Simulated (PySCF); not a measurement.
methoxymethyl(silyl)silane (C2H10OSi2), SMILES COC[SiH2][SiH3]. Geometry: PBE-D3(BJ)/def2-SVP. One conformer was computed; it need not be the lowest.

Give the equilibrium geometry at PBE-D3(BJ)/def2-SVP (PySCF confirms it by a frequency run) as a Z-matrix. (The exact figures need the calculation; the answer reports its results.)

This is not unique; one that fits is 
```
C
O 1 1.4171
C 2 1.4092 1 113.26
H 3 1.1076 2 107.71 1 179.43
H 3 1.1175 4 108.71 2 -121.46
H 3 1.1176 4 108.72 5 -117.06
H 1 1.1197 2 111.78 3 59.61
H 1 1.1207 7 106.29 2 121.92
Si 1 1.9143 7 111.59 8 118.98
H 9 1.5060 1 110.73 7 45.90
H 9 1.5079 10 108.27 1 119.64
Si 9 2.3500 10 111.05 11 123.21
H 12 1.5033 9 110.69 10 48.49
H 12 1.5066 13 108.97 9 -120.04
H 12 1.5071 13 108.44 14 -117.46
```
Charge 0, spin multiplicity 1.
